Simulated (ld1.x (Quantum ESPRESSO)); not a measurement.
# BP86 PAW dataset for titanium, scalar-relativistic all-electron reference.

```
Element                 : titanium (Ti)
Generator               : ld1.x (Quantum ESPRESSO) 7.5
Type                    : PAW
Functional              : BP86
Relativity              : scalar-relativistic
Frozen core             : [Ne]
Valence charge          : 12
Reference configuration : 3s2 3p6 3d2 4s2 4p0
Partial waves           : 3s (bound): rcut 1.35, rcutus 1.50 bohr; 4s (bound): rcut 1.35, rcutus 1.50 bohr; 3p (bound): rcut 1.50, rcutus 1.70 bohr; 4p (bound, empty): rcut 1.50, rcutus 1.70 bohr; 3d (bound): rcut 2.20, rcutus 2.60 bohr; 3d channel at 3.55 Ry: rcut 2.20, rcutus 2.60 bohr
Local potential         : all-electron potential smoothed inside 2.35 bohr (lloc = -1)
Core correction         : a·sin(br)/r model core, default radius (ld1.x builds one for every PAW set, though the input has nlcc=.false.)
Augmentation charge     : PSQ, inside the norm-conserving radii
```

Calculated quality:

```json
{
  "Cutoffs needed": "30 Ry and 50 Ry (the cutoffs (Ry, on a coarse ladder) from which the occupation-weighted sum of valence levels, in a spherical-Bessel basis at the reference potential, stays within 10 and 1 mRy of its value at 400 Ry)",
  "Ghost test": "no extra level below or beside the all-electron valence levels (s, p, d, f tested) (spherical-Bessel basis up to 400 Ry, 20 bohr box)",
  "Largest excitation error": "-5.7 meV (all-electron minus pseudo) for 3s2 3p6 3d2 4s0 4p0, out of 7 test configurations",
  "Lowest eigenvalue of the overlap operator": "0.15 (p channel)",
  "Density cutoff estimated by the generator": "197 Ry"
}
```

Generation and tests took about 4.8 s on one core of a shared server CPU.
